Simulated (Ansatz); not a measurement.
SiEt(OAc)3 (C8H14O6Si). The state is a singlet with charge 0. Geometry PBE-D4/def2-SVP; atoms count from 1.

```xyz
29

Si    0.075    0.228   -0.273
C     0.329    1.777   -1.262
C     1.625    2.531   -0.924
H    -0.569    2.405   -1.076
H     0.303    1.479   -2.331
H     1.711    3.463   -1.517
H     1.666    2.811    0.149
H     2.523    1.917   -1.143
O     1.408   -0.850   -0.280
C     1.870   -1.338   -1.466
C     2.995   -2.320   -1.270
O     1.401   -1.001   -2.537
H     3.388   -2.646   -2.249
H     2.623   -3.196   -0.700
H     3.800   -1.862   -0.662
O    -1.238   -0.754   -0.746
C    -2.497   -0.311   -0.475
C    -3.527   -1.389   -0.659
O    -2.711    0.828   -0.099
H    -4.543   -0.961   -0.602
H    -3.387   -2.130    0.155
H    -3.372   -1.921   -1.617
O     0.003    0.680    1.365
C    -0.619   -0.003    2.372
C    -0.537    0.755    3.673
O    -1.172   -1.071    2.210
H    -0.967    0.151    4.490
H    -1.097    1.707    3.574
H     0.516    1.021    3.897
```

(1) Estimate the Mulliken populations from the PBE0/def2-TZVP orbitals of Ansatz.

(2) And the Mayer bond orders between bonded heavy atoms (over 0.3)?

## Answers

(1) 
| atom | charge (e) |
| --- | --- |
| Si1 | 0.68 |
| C2 | -0.30 |
| C3 | -0.39 |
| H4 | 0.15 |
| H5 | 0.15 |
| H6 | 0.13 |
| H7 | 0.14 |
| H8 | 0.13 |
| O9 | -0.30 |
| C10 | 0.33 |
| C11 | -0.37 |
| O12 | -0.34 |
| H13 | 0.15 |
| H14 | 0.15 |
| H15 | 0.15 |
| O16 | -0.28 |
| C17 | 0.35 |
| C18 | -0.38 |
| O19 | -0.35 |
| H20 | 0.15 |
| H21 | 0.16 |
| H22 | 0.15 |
| O23 | -0.30 |
| C24 | 0.33 |
| C25 | -0.37 |
| O26 | -0.34 |
| H27 | 0.15 |
| H28 | 0.15 |
| H29 | 0.14 |
Mulliken values and Mayer orders depend strongly on the basis.

(2) Si1–C2 1.02 (1.86 Å); Si1–O9 1.03 (1.71 Å); Si1–O16 1.04 (1.71 Å); Si1–O23 1.06 (1.70 Å); C2–C3 0.99 (1.54 Å); O9–C10 1.11 (1.36 Å); C10–C11 1.01 (1.51 Å); C10–O12 1.98 (1.22 Å); O16–C17 1.11 (1.36 Å); C17–C18 1.00 (1.50 Å); C17–O19 1.97 (1.22 Å); O23–C24 1.09 (1.37 Å); C24–C25 1.01 (1.51 Å); C24–O26 2.01 (1.21 Å).
